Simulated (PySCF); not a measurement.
First SCF of a structure search on triplet H3CoO, at a hand-made see-saw (ligand arrangement 1) geometry. PySCF input:

```python
from pyscf import gto, scf, dft
mol = gto.M(atom='''
Co     0.000000     0.000000     0.000000
O     -1.260800     0.000000     0.985100
H      0.000000     1.424600     0.124600
H     -0.000000    -1.424600     0.124600
H      1.126900     0.000000     0.880400''',
    basis={'Co': 'def2-TZVP', 'O': 'def2-TZVP', 'H': 'def2-TZVP'},
    charge=0, spin=2)
mf = dft.UKS(mol, xc='PBE0')
mf.grids.atom_grid = (50, 194)
aux = {'Co': 'def2-universal-JKFIT', 'O': 'def2-universal-JKFIT', 'H': 'def2-universal-JKFIT'}
mf = mf.density_fit(auxbasis=aux)
mf.conv_tol = 1e-08
mf.diis_space = 10
mf.max_cycle = 60
mf.init_guess = 'minao'
mf.verbose = 4
mf.kernel()
```

Excerpt of the output (cycles alone); where DIIS stalls, ADIIS, DIIS with a small level shift and a second-order solver take over in turn:

```
init E= -1458.45287555339
cycle= 1 E= -1443.35622378873  delta_E= 15.1  |g|= 5.71  |ddm|= 20.5
cycle= 2 E= -1412.63161574095  delta_E= 30.7  |g|= 12.1  |ddm|= 22.2
cycle= 3 E= -1446.24668472642  delta_E= -33.6  |g|= 7.66  |ddm|= 6.66
cycle= 4 E= -1446.42318333326  delta_E= -0.176  |g|= 6.83  |ddm|= 1.71
cycle= 5 E= -1451.42625869522  delta_E=   -5  |g|= 5.95  |ddm|= 2.17
cycle= 6 E= -1450.81474876291  delta_E= 0.612  |g|= 5.55  |ddm|= 1.57
cycle= 7 E= -1455.56160866586  delta_E= -4.75  |g|= 3.96  |ddm|= 1.76
cycle= 8 E= -1456.96178209447  delta_E= -1.4  |g|= 3.04  |ddm|= 1.04
cycle= 9 E= -1457.13011356327  delta_E= -0.168  |g|= 3.12  |ddm|= 0.501
cycle= 10 E= -1457.04963468446  delta_E= 0.0805  |g|= 3.19  |ddm|= 0.0601
cycle= 11 E= -1457.18574568603  delta_E= -0.136  |g|= 3.06  |ddm|= 0.378
cycle= 12 E= -1447.15426899176  delta_E=   10  |g|= 5.44  |ddm|= 16.1
cycle= 13 E= -1457.64535762354  delta_E= -10.5  |g|= 2.73  |ddm|= 16.1
... 38 lines left out ...
cycle= 52 E= -1459.28750566991  delta_E= 0.00565  |g|= 0.0765  |ddm|= 0.177
cycle= 53 E= -1459.28591885869  delta_E= 0.00159  |g|= 0.0873  |ddm|= 0.0391
cycle= 54 E= -1459.28591514782  delta_E= 3.71e-06  |g|= 0.0871  |ddm|= 0.00281
cycle= 55 E= -1459.285453632  delta_E= 0.000462  |g|= 0.0905  |ddm|= 0.0223
cycle= 56 E= -1459.28589392369  delta_E= -0.00044  |g|= 0.0887  |ddm|= 0.0136
cycle= 57 E= -1459.28592970214  delta_E= -3.58e-05  |g|= 0.0847  |ddm|= 0.0102
cycle= 58 E= -1459.28549842473  delta_E= 0.000431  |g|= 0.086  |ddm|= 0.0237
cycle= 59 E= -1459.28580196101  delta_E= -0.000304  |g|= 0.0852  |ddm|= 0.0286
cycle= 60 E= -1459.28693946737  delta_E= -0.00114  |g|= 0.0682  |ddm|= 0.04
SCF not converged.
init E= -1458.45287555339
cycle= 1 E= -1443.35622378873  delta_E= 15.1  |g|= 5.71  |ddm|= 20.5
cycle= 2 E= -1412.63161574095  delta_E= 30.7  |g|= 12.1  |ddm|= 22.2
cycle= 3 E= -1453.34222137275  delta_E= -40.7  |g|= 4.84  |ddm|= 8.03
cycle= 4 E= -1453.89845460218  delta_E= -0.556  |g|= 2.65  |ddm|= 3.54
cycle= 5 E= -1458.30262731474  delta_E= -4.4  |g|= 2.09  |ddm|= 2.95
cycle= 6 E= -1456.69554264309  delta_E= 1.61  |g|= 3.27  |ddm|= 1.53
cycle= 7 E= -1459.241763943  delta_E= -2.55  |g|= 0.611  |ddm|= 1.11
cycle= 8 E= -1459.04540401107  delta_E= 0.196  |g|= 1.14  |ddm|= 0.486
cycle= 9 E= -1459.29829801121  delta_E= -0.253  |g|= 0.324  |ddm|= 0.273
cycle= 10 E= -1459.26890273693  delta_E= 0.0294  |g|= 0.46  |ddm|= 0.202
cycle= 11 E= -1459.31009682449  delta_E= -0.0412  |g|= 0.215  |ddm|= 0.155
cycle= 12 E= -1459.3188702076  delta_E= -0.00877  |g|= 0.0835  |ddm|= 0.11
cycle= 13 E= -1459.30947491252  delta_E= 0.0094  |g|= 0.217  |ddm|= 0.102
cycle= 14 E= -1459.32112201566  delta_E= -0.0116  |g|= 0.0646  |ddm|= 0.0678
cycle= 15 E= -1459.31789904893  delta_E= 0.00322  |g|= 0.148  |ddm|= 0.0611
cycle= 16 E= -1459.3209260683  delta_E= -0.00303  |g|= 0.064  |ddm|= 0.0492
cycle= 17 E= -1459.32206728085  delta_E= -0.00114  |g|= 0.0399  |ddm|= 0.036
cycle= 18 E= -1459.32077947611  delta_E= 0.00129  |g|= 0.0925  |ddm|= 0.0349
cycle= 19 E= -1459.32229398535  delta_E= -0.00151  |g|= 0.0266  |ddm|= 0.0225
cycle= 20 E= -1459.32241580902  delta_E= -0.000122  |g|= 0.0184  |ddm|= 0.0187
SCF not converged.
init E= -1459.32241580902
cycle= 1 E= -1459.322025665  delta_E= 0.00039  |g|= 0.0383  |ddm|= 0.0254
cycle= 2 E= -1459.31851105569  delta_E= 0.00351  |g|= 0.118  |ddm|= 0.0557
cycle= 3 E= -1459.32211799245  delta_E= -0.00361  |g|= 0.038  |ddm|= 0.0327
cycle= 4 E= -1459.32257266909  delta_E= -0.000455  |g|= 0.00545  |ddm|= 0.0138
cycle= 5 E= -1459.32259058149  delta_E= -1.79e-05  |g|= 0.00135  |ddm|= 0.00364
cycle= 6 E= -1459.32259995915  delta_E= -9.38e-06  |g|= 0.00178  |ddm|= 0.00466
cycle= 7 E= -1459.32260482615  delta_E= -4.87e-06  |g|= 0.00098  |ddm|= 0.00326
cycle= 8 E= -1459.32260723272  delta_E= -2.41e-06  |g|= 0.000364  |ddm|= 0.00257
cycle= 9 E= -1459.32260827511  delta_E= -1.04e-06  |g|= 0.000283  |ddm|= 0.00202
cycle= 10 E= -1459.32260859176  delta_E= -3.17e-07  |g|= 0.000141  |ddm|= 0.00108
cycle= 11 E= -1459.32260868967  delta_E= -9.79e-08  |g|= 8.81e-05  |ddm|= 0.00068
cycle= 12 E= -1459.32260871186  delta_E= -2.22e-08  |g|= 3.57e-05  |ddm|= 0.000328
cycle= 13 E= -1459.32260871569  delta_E= -3.83e-09  |g|= 1.28e-05  |ddm|= 0.000136
Extra cycle  E= -1459.32260871579  delta_E= -1e-10  |g|= 4.21e-05  |ddm|= 3.11e-05
converged SCF energy = -1459.32260871579  <S^2> = 2.0289763  2S+1 = 3.0192557
```

No lower solution of this spin was found from smeared starts or by a stability analysis within the unrestricted form.

With open d or f shells other occupations or spin states may lie lower.

The search for the lowest solution, 3 starts and the stability check together, took 41 s on 4 threads of a shared Arm Neoverse N1 host, with 94 basis functions; the process peaked at 0.52 GiB.
